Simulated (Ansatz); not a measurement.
C₃H₁₁NSi, SMILES `C[Si](C)(C)N` at its PBE0-D4/def2-TZVP geometry, where that method's forces vanish. The species carries charge 0 and has multiplicity 1.

```xyz
16

C     1.7718   -0.3410    0.1358
Si   -0.0789   -0.1041   -0.0756
C    -0.3766    1.4837   -1.0172
C    -0.8740   -0.0577    1.6161
N    -0.8539   -1.3703   -0.9641
H     2.2179    0.4817    0.7026
H     1.9914   -1.2700    0.6697
H     2.2761   -0.3890   -0.8336
H     0.0815    2.3348   -0.5061
H    -1.4460    1.6824   -1.1201
H     0.0547    1.4352   -2.0214
H    -1.9474    0.1302    1.5385
H    -0.4330    0.7280    2.2355
H    -0.7359   -1.0058    2.1443
H    -0.6939   -1.4548   -1.9555
H    -0.9539   -2.2833   -0.5491
```

(1) What forces (eV/Å) does B3LYP-D4/def2-TZVPP give on these atoms in the Gaussian-basis code of Ansatz? (An estimate is asked.)

Answers

(1) Ansatz gave: 
```
C1   0.103 -0.020  0.008
Si2  0.007  0.038  0.024
C3  -0.019  0.091 -0.050
C4  -0.046  0.006  0.095
N5  -0.010 -0.064 -0.041
H6  -0.008 -0.042 -0.026
H7   0.006  0.045 -0.025
H8  -0.008  0.000  0.051
H9  -0.026 -0.029 -0.034
H10  0.056  0.008 -0.004
H11 -0.027  0.017  0.040
H12  0.051 -0.009  0.023
H13 -0.030 -0.039 -0.016
H14 -0.016  0.046 -0.011
H15 -0.018 -0.029 -0.007
H16 -0.014 -0.017 -0.026
```

B3LYP here is the variant with VWN-RPA as its local correlation; programs differ in this.
